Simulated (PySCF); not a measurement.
**Polarisability and C₆ of Sb²⁺ (antimony, charge +2)**

[Kr] 4d10 5s1 5p2, high-spin 4P determinant (an excited configuration). All numbers are calculated (PySCF 2.14, the spin-free X2C one-electron Hamiltonian (Gaussian nucleus), in aug-cc-pwCVTZ-DK3 (10s9p7d4f1g, 109 functions)). Coupled (time-dependent) response in atomic units; α is the mean over directions.

| method | mean α (bohr³) | α xx, yy, zz | C₆ (like pair) | S(−4) |
| --- | --- | --- | --- | --- |
| UHF | 15.17 | 16.07, 14.72, 14.72 | 94.68 | 67.04 |
| PBE | 15.16 | 15.25, 15.11, 15.11 | 94.72 | 67.82 |
| PBE0 | 15.03 | 15.35, 14.87, 14.87 | 93.67 | 66.18 |

S(−4) is the Cauchy moment in α(ω) = α(0) + S(−4) ω² + …

Spin-orbit coupling is absent.

α(iu) at UHF:

| u (hartree) | α(iu) (bohr³) |
| --- | --- |
| 0 | 15.17 |
| 0.0500 | 15.00 |
| 0.100 | 14.53 |
| 0.200 | 12.94 |
| 0.300 | 11.02 |
| 0.500 | 7.735 |
| 0.750 | 5.227 |
| 1.00 | 3.836 |
| 1.50 | 2.451 |
| 2.00 | 1.771 |
| 3.00 | 1.086 |
| 5.00 | 0.5333 |

A single London oscillator, α(iu) = α/(1 + u²/ω²), gives C₆ = (3/4) ω α². Matching the computed C₆ needs ω = 4 × 94.68 / (3 × 15.17²) = 0.549 hartree.

For an ion, C₆ is the dispersion term alone; charge-induced terms of lower order in 1/R come first.

The components differ because the open shell of this determinant is not spherical; for a pure term their mean is the scalar polarisability.
